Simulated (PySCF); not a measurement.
Computed with B3LYP-D3(BJ)/def2-TZVP in PySCF 2.14.0. All species are isolated molecules in the gas phase. One relaxed conformer stands for a flexible species; it need not be the lowest. B3LYP has the VWN-RPA correlation part, as in Gaussian. Delta-SCF ions had no search for a lower state. 

Reference species (SMILES): `B/C=C\C=C` (neutral, multiplicity 1).

| Quantity | Result |
|---|---|
| vertical ionisation energy (Delta-SCF) | 9.21 eV |
| LUMO | -2.53 eV |
| HOMO–LUMO gap | 4.55 eV |

Changed species: `C=C(C=C)B`.

Problem. Predict the effect on the vertical ionisation energy (Delta-SCF), LUMO and HOMO–LUMO gap.

Solution. the vertical ionisation energy (Delta-SCF) decreases by 0.15 eV, to 9.06 eV; the LUMO rises by 0.26 eV, to -2.27 eV; the HOMO–LUMO gap rises by 0.05 eV, to 4.60 eV.
